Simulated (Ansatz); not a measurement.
Consider the ligand exchange at a Zn–C bond: `C#[C][ZnH]` + `C[SiH2]O` → `C[SiH2][O][ZnH]` + `C#C`.

Isolated molecules relaxed with PBE0-D4/def2-TZVP in Ansatz; ΔE leaves out vibrations. CCSD(T)/CBS is the MP2 limit (def2-TZVPP, def2-QZVPP) plus CCSD(T) − MP2 in def2-TZVPP, frozen cores. This one scheme is used for every species. DFT in def2-TZVPP. B3LYP here is the variant with VWN-RPA as its local correlation; programs differ in this. HSE06 is defined as in plane-wave codes. For Zn outer-core shells are correlated without core-valence functions, which leaves a few kJ/mol of doubt a bond. Scalar relativity is left out up to krypton. One conformer a species, not always the lowest.

`C#[C][ZnH]`:

Cartesian coordinates in Å:
```
C -0.505 0.975 1.125
C -0.113 0.225 0.258
Zn 0.490 -0.943 -1.089
H -0.850 1.634 1.888
H 0.978 -1.892 -2.182
```

`C[SiH2]O`:

Cartesian coordinates in Å:
```
C -0.798 0.175 0.842
Si 0.623 0.247 -0.361
O 0.960 -1.222 -1.036
H -0.957 1.156 1.299
H -0.598 -0.544 1.640
H -1.728 -0.115 0.346
H 1.873 0.645 0.332
H 0.308 1.248 -1.422
H 0.317 -1.592 -1.641
```

`C[SiH2][O][ZnH]`:

```xyz
10

C    -0.810    0.463   -1.514
Si   -0.062   -0.611   -0.189
O     0.484    0.300    1.039
Zn    1.314    0.348    2.594
H    -1.178   -0.151   -2.341
H    -1.649    1.041   -1.120
H    -0.071    1.162   -1.912
H     1.049   -1.419   -0.779
H    -1.093   -1.581    0.295
H     2.018    0.449    3.926
```

`C#C`:

Cartesian coordinates in Å:
```
C 0.485 0.271 0.223
C -0.485 -0.271 -0.223
H 1.348 0.752 0.620
H -1.348 -0.752 -0.620
```

```csv
level,ΔE (kcal/mol),difference from CCSD(T)/CBS
revPBE-D4,-4.7,2.5
B97M-V,-6.2,1.0
BHLYP-D4,-6.9,0.3
PBE-QIDH,-5.0,2.2
BLYP,-6.1,1.1
B3LYP,-6.0,1.2
r2SCANh,-5.5,1.7
HSE06,-4.3,2.9
HF/def2-SVP,-8.9,-1.7
CCSD/def2-SVP,-9.3,-2.1
CCSD(T)/CBS,-7.2,0
```

Largest T1 diagnostic among the species: 0.016.

Leaving LDA and LC-ωPBE aside and taking each functional with its dispersion term where it has one, the values, not all of them listed here, spread over 2.4 kcal/mol, from CAM-B3LYP-D4 to HSE06-D4. At CCSD(T), def2-SVP lies −1.7 kcal/mol from the extrapolated value and def2-TZVPP +1.6 kcal/mol. In def2-TZVPP, CCSD(T) changes the Hartree–Fock value by +0.9 kcal/mol (the triples alone add +0.4 kcal/mol) and MP2 by +1.0 kcal/mol.
